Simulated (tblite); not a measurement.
Record of a relaxation.

Species: C5H15BS.
SMILES with atom numbers: `[BH3-:1][S@@+:2]([CH3:3])[CH2:4][CH2:5][CH2:6][CH3:7]` (hydrogens: H8, H9, H10 on B1; H11, H12, H13 on C3; H14, H15 on C4; H16, H17 on C5; H18, H19 on C6; H20, H21, H22 on C7)

Computed with GFN2-xTB (tblite), gas phase: L-BFGS steps from a force-field or distance-geometry start until the largest atomic force falls under 0.01 eV/Å. 7 of its 155 geometries are shown.

Step 0: E = -620.5047 eV, largest atomic force 3.299 eV/Å
```
atom  x, y, z in Å  |  force x, y, z in eV/Å
B1     -3.043   -1.130   -0.123   -0.589  -1.354   1.463
S2     -1.796    0.227   -0.331   -0.895   0.633  -3.112
C3     -2.121    1.501    0.823   -1.558   1.934   1.268
C4     -0.223   -0.538   -0.172    0.510  -1.634   0.213
C5      0.953    0.378   -0.286    0.488   0.340   1.449
C6      2.186   -0.502   -0.126   -0.336  -0.795  -0.479
C7      3.464    0.291   -0.233    0.493  -0.153   0.511
H8     -2.840   -1.918   -0.955    0.060  -0.118  -0.735
H9     -4.157   -0.725   -0.086    0.140   0.337  -0.225
H10    -2.773   -1.673    0.926   -0.020   0.220   0.088
H11    -1.320    1.757    1.512   -0.113  -0.368   0.091
H12    -3.100    1.257    1.343    1.333   0.169  -0.242
H13    -2.341    2.447    0.242    0.316  -0.954   0.408
H14    -0.213   -1.174    0.737    0.186   0.440  -0.188
H15    -0.156   -1.259   -1.022   -0.436   0.430   0.405
H16     0.974    0.950   -1.213   -0.118  -0.101   0.081
H17     0.956    1.057    0.590   -0.090   0.128  -0.553
H18     2.118   -1.036    0.839    0.157   0.284  -0.327
H19     2.110   -1.279   -0.920    0.403   0.328   0.367
H20     3.534    0.734   -1.232    0.090   0.134   0.423
H21     3.465    1.060    0.580    0.261  -0.519  -0.892
H22     4.312   -0.407   -0.097   -0.283   0.619  -0.018
```

Step 26: E = -621.3109 eV, largest atomic force 0.067 eV/Å
```
atom  x, y, z in Å  |  force x, y, z in eV/Å
B1     -3.092   -1.162   -0.114   -0.028   0.006  -0.033
S2     -1.863    0.312   -0.625   -0.030  -0.039  -0.014
C3     -2.099    1.450    0.785    0.016  -0.037  -0.013
C4     -0.299   -0.523   -0.173    0.026   0.018   0.003
C5      0.940    0.354   -0.244    0.056  -0.008   0.004
C6      2.195   -0.513   -0.119    0.041  -0.001   0.007
C7      3.476    0.306   -0.223   -0.013  -0.002  -0.011
H8     -2.927   -1.978   -0.960    0.028  -0.003   0.049
H9     -4.173   -0.677   -0.132    0.015   0.061  -0.024
H10    -2.719   -1.476    0.971   -0.029  -0.034  -0.025
H11    -1.207    1.463    1.397    0.049   0.006   0.021
H12    -2.948    1.103    1.361   -0.041  -0.002   0.043
H13    -2.292    2.439    0.386   -0.005   0.040   0.000
H14    -0.429   -0.949    0.821   -0.001  -0.029   0.007
H15    -0.224   -1.337   -0.894   -0.022  -0.013   0.004
H16     0.960    0.901   -1.189   -0.017  -0.061  -0.012
H17     0.932    1.088    0.564   -0.001   0.027  -0.011
H18     2.178   -1.038    0.839   -0.014   0.020   0.011
H19     2.189   -1.273   -0.904   -0.004   0.026  -0.019
H20     3.538    0.796   -1.192   -0.012   0.012   0.020
H21     3.508    1.070    0.552    0.007  -0.020  -0.019
H22     4.345   -0.338   -0.110   -0.020   0.031   0.011
```

Step 51: E = -621.3298 eV, largest atomic force 0.027 eV/Å
```
atom  x, y, z in Å  |  force x, y, z in eV/Å
B1     -3.162   -1.119   -0.157   -0.004  -0.010   0.003
S2     -1.843    0.289   -0.593   -0.002   0.012   0.011
C3     -2.044    1.411    0.836    0.003  -0.008  -0.002
C4     -0.291   -0.572   -0.141    0.000   0.002  -0.002
C5      0.941    0.304   -0.302    0.005  -0.004   0.000
C6      2.222   -0.511   -0.116    0.003   0.006   0.002
C7      3.469    0.361   -0.212   -0.008  -0.005  -0.005
H8     -2.957   -1.967   -0.960   -0.004   0.016   0.002
H9     -4.208   -0.574   -0.289    0.027  -0.004  -0.001
H10    -2.907   -1.429    0.963    0.005   0.003  -0.012
H11    -1.130    1.425    1.418    0.001   0.008  -0.005
H12    -2.872    1.056    1.440    0.001   0.001   0.000
H13    -2.254    2.405    0.454   -0.007  -0.006   0.009
H14    -0.397   -0.947    0.877   -0.008   0.001  -0.002
H15    -0.246   -1.422   -0.821   -0.004  -0.003  -0.003
H16     0.934    0.752   -1.297    0.008  -0.008   0.006
H17     0.923    1.117    0.428    0.009  -0.001  -0.009
H18     2.199   -1.004    0.859    0.000  -0.002  -0.009
H19     2.263   -1.288   -0.882    0.005   0.001   0.017
H20     3.502    0.877   -1.169   -0.009   0.001   0.008
H21     3.481    1.105    0.582   -0.011  -0.002  -0.020
H22     4.366   -0.248   -0.122   -0.012   0.003   0.010
```

Step 77: E = -621.3366 eV, largest atomic force 0.122 eV/Å
```
atom  x, y, z in Å  |  force x, y, z in eV/Å
B1     -3.155   -1.082   -0.208    0.011   0.010  -0.017
S2     -1.828    0.329   -0.575   -0.085   0.086   0.013
C3     -2.019    1.398    0.897    0.010  -0.028  -0.017
C4     -0.305   -0.586   -0.139   -0.001   0.020  -0.013
C5      0.934    0.266   -0.348    0.062  -0.010  -0.001
C6      2.218   -0.517   -0.081    0.072  -0.002   0.011
C7      3.450    0.371   -0.211    0.031   0.012  -0.006
H8     -2.957   -1.869   -1.072   -0.037  -0.037  -0.002
H9     -4.199   -0.527   -0.290    0.007  -0.009   0.010
H10    -2.874   -1.463    0.882   -0.039  -0.019   0.006
H11    -1.054    1.524    1.375   -0.040   0.010   0.004
H12    -2.733    0.935    1.573    0.057   0.027  -0.015
H13    -2.390    2.362    0.560   -0.006  -0.063   0.010
H14    -0.400   -0.936    0.887    0.001   0.012   0.020
H15    -0.309   -1.450   -0.801    0.039  -0.009  -0.016
H16     0.943    0.635   -1.376   -0.005   0.013   0.019
H17     0.898    1.133    0.317    0.038   0.001  -0.027
H18     2.188   -0.942    0.925   -0.030   0.004   0.007
H19     2.297   -1.346   -0.787   -0.043   0.009   0.009
H20     3.519    0.792   -1.212   -0.022  -0.020  -0.008
H21     3.411    1.194    0.499   -0.013  -0.012   0.014
H22     4.354   -0.203   -0.019   -0.005   0.004  -0.001
```

Step 103: E = -621.3623 eV, largest atomic force 0.052 eV/Å
```
atom  x, y, z in Å  |  force x, y, z in eV/Å
B1     -3.180   -1.044   -0.291   -0.013  -0.013   0.003
S2     -1.839    0.381   -0.563    0.006   0.007   0.013
C3     -1.992    1.342    0.977   -0.023   0.000   0.038
C4     -0.307   -0.540   -0.163    0.007  -0.003  -0.007
C5      0.947    0.278   -0.419    0.011   0.002   0.003
C6      2.199   -0.490    0.005    0.012   0.005  -0.012
C7      3.459    0.337   -0.211    0.017   0.010  -0.009
H8     -3.070   -1.718   -1.261    0.004  -0.003   0.004
H9     -4.212   -0.466   -0.227    0.008   0.020  -0.007
H10    -2.853   -1.582    0.718    0.011   0.023   0.011
H11    -1.028    1.780    1.218   -0.034   0.021   0.004
H12    -2.335    0.690    1.776    0.014   0.007  -0.031
H13    -2.721    2.128    0.804    0.016  -0.048  -0.011
H14    -0.371   -0.854    0.879   -0.034  -0.003  -0.014
H15    -0.328   -1.426   -0.796   -0.006  -0.003  -0.001
H16     1.008    0.528   -1.479    0.003  -0.022  -0.001
H17     0.902    1.218    0.134   -0.006  -0.002   0.027
H18     2.122   -0.760    1.062   -0.027   0.010  -0.028
H19     2.267   -1.414   -0.572    0.000  -0.014   0.026
H20     3.601    0.545   -1.269    0.007   0.010  -0.004
H21     3.389    1.285    0.317    0.012  -0.006   0.012
H22     4.331   -0.198    0.156    0.015   0.001  -0.016
```

Step 128: E = -621.3717 eV, largest atomic force 0.041 eV/Å
```
atom  x, y, z in Å  |  force x, y, z in eV/Å
B1     -3.178   -1.035   -0.283    0.000   0.006  -0.003
S2     -1.833    0.383   -0.575    0.002  -0.009  -0.008
C3     -2.030    1.340    0.961    0.019  -0.018  -0.011
C4     -0.297   -0.532   -0.173   -0.002   0.007   0.003
C5      0.960    0.297   -0.380    0.007  -0.004  -0.009
C6      2.209   -0.490    0.020    0.003   0.006  -0.004
C7      3.481    0.310   -0.231   -0.003   0.003   0.010
H8     -3.046   -1.760   -1.212    0.016   0.013   0.016
H9     -4.207   -0.445   -0.280   -0.004  -0.007   0.003
H10    -2.879   -1.513    0.764   -0.009  -0.008  -0.010
H11    -1.127    1.912    1.148   -0.018   0.037  -0.004
H12    -2.238    0.662    1.782   -0.008  -0.004  -0.010
H13    -2.873    2.007    0.809    0.032  -0.012   0.016
H14    -0.382   -0.884    0.854   -0.019  -0.006   0.005
H15    -0.300   -1.393   -0.841   -0.013  -0.009   0.021
H16     1.029    0.585   -1.430    0.007   0.008  -0.012
H17     0.908    1.214    0.211    0.006  -0.013   0.016
H18     2.148   -0.752    1.079   -0.003   0.002  -0.018
H19     2.245   -1.422   -0.549    0.001   0.017  -0.003
H20     3.567    0.573   -1.283   -0.006  -0.014   0.009
H21     3.476    1.229    0.351   -0.004   0.008   0.000
H22     4.357   -0.268    0.052   -0.003  -0.002  -0.007
```

Step 154: E = -621.3750 eV, largest atomic force 0.009 eV/Å
```
atom  x, y, z in Å  |  force x, y, z in eV/Å
B1     -3.167   -1.040   -0.290   -0.001   0.000   0.001
S2     -1.827    0.381   -0.581    0.004  -0.002   0.006
C3     -2.033    1.366    0.934   -0.002  -0.005  -0.002
C4     -0.300   -0.531   -0.145   -0.006   0.000  -0.002
C5      0.957    0.305   -0.321   -0.003  -0.006   0.000
C6      2.210   -0.508    0.004    0.003  -0.006   0.001
C7      3.479    0.296   -0.247   -0.002  -0.002   0.003
H8     -2.969   -1.799   -1.180   -0.002   0.000   0.000
H9     -4.205   -0.474   -0.366   -0.003   0.003   0.005
H10    -2.917   -1.473    0.789   -0.001   0.001   0.002
H11    -1.193    2.044    1.048   -0.001   0.001  -0.003
H12    -2.119    0.701    1.788    0.001  -0.005  -0.001
H13    -2.951    1.933    0.820   -0.004   0.003  -0.005
H14    -0.410   -0.890    0.877    0.003   0.006  -0.003
H15    -0.287   -1.390   -0.816    0.000   0.000   0.001
H16     1.010    0.658   -1.353   -0.003   0.003  -0.006
H17     0.919    1.181    0.329    0.004   0.004   0.003
H18     2.177   -0.820    1.050   -0.001  -0.006   0.002
H19     2.223   -1.410   -0.611    0.005   0.000  -0.007
H20     3.536    0.601   -1.289    0.004   0.003  -0.001
H21     3.496    1.189    0.373    0.000   0.007   0.002
H22     4.359   -0.299   -0.015    0.005   0.000   0.003
```

Q: Summarise the path.

A: The energy falls by 20.07 kcal/mol from step 0 to step 154; nine tenths of that is first reached at step 17. It rises by more than 0.2 meV at steps 80, 83, 86, 89 and 92. The largest force goes from 3.299 to 0.009 eV/Å. Among the bonds B1–S2 changes most, from 1.855 to 1.974 Å; the atoms move by 0.426 Å rms after alignment.

Q: Follow the three bonds and two angles with the largest change from start to end.

A: 
| step | E above end (kcal/mol) | largest force (eV/Å) | B1–S2 (Å) | S2–C4 (Å) | S2–C3 (Å) | C3–S2–C4 (°) | S2–B1–H9 (°) |
| --- | --- | --- | --- | --- | --- | --- | --- |
| 0 | 20.07 | 3.299 | 1.855 | 1.756 | 1.749 | 115.1 | 112.7 |
| 7 | 4.35 | 0.362 | 1.998 | 1.820 | 1.828 | 108.8 | 102.1 |
| 13 | 2.31 | 0.162 | 1.983 | 1.842 | 1.838 | 104.8 | 103.5 |
| 20 | 1.73 | 0.098 | 1.989 | 1.838 | 1.831 | 102.6 | 105.4 |
| 27 | 1.45 | 0.070 | 1.985 | 1.829 | 1.826 | 101.6 | 104.6 |
| 33 | 1.35 | 0.052 | 1.974 | 1.827 | 1.827 | 101.3 | 103.4 |
| 40 | 1.16 | 0.108 | 1.978 | 1.828 | 1.828 | 101.0 | 103.1 |
| 47 | 1.05 | 0.031 | 1.979 | 1.832 | 1.826 | 100.7 | 103.5 |
| 54 | 1.03 | 0.022 | 1.978 | 1.833 | 1.827 | 100.9 | 103.5 |
| 60 | 1.02 | 0.031 | 1.977 | 1.831 | 1.828 | 100.9 | 103.4 |
| 67 | 0.99 | 0.033 | 1.977 | 1.831 | 1.828 | 101.0 | 103.9 |
| 74 | 0.95 | 0.070 | 1.975 | 1.834 | 1.826 | 101.0 | 104.0 |
| 80 | 0.97 | 0.358 | 1.964 | 1.835 | 1.824 | 99.9 | 104.2 |
| 87 | 0.62 | 0.054 | 1.970 | 1.831 | 1.824 | 99.9 | 104.0 |
| 94 | 0.43 | 0.072 | 1.976 | 1.829 | 1.824 | 99.0 | 104.0 |
| 100 | 0.32 | 0.045 | 1.981 | 1.833 | 1.821 | 98.5 | 104.2 |
| 107 | 0.21 | 0.058 | 1.977 | 1.832 | 1.820 | 98.8 | 103.6 |
| 114 | 0.14 | 0.023 | 1.976 | 1.832 | 1.819 | 99.2 | 103.6 |
| 121 | 0.12 | 0.026 | 1.976 | 1.833 | 1.819 | 99.2 | 103.7 |
| 127 | 0.08 | 0.045 | 1.977 | 1.832 | 1.820 | 99.7 | 103.5 |
| 134 | 0.06 | 0.036 | 1.976 | 1.832 | 1.819 | 99.6 | 103.8 |
| 141 | 0.03 | 0.030 | 1.977 | 1.831 | 1.819 | 99.3 | 104.0 |
| 147 | 0.01 | 0.019 | 1.976 | 1.831 | 1.819 | 99.3 | 103.9 |
| 154 | 0.00 | 0.009 | 1.974 | 1.831 | 1.820 | 99.5 | 104.0 |

What follows is the cost of the whole relaxation. Hardware: Arm Neoverse V1, one thread (shared host). Cost: 1.2 s.
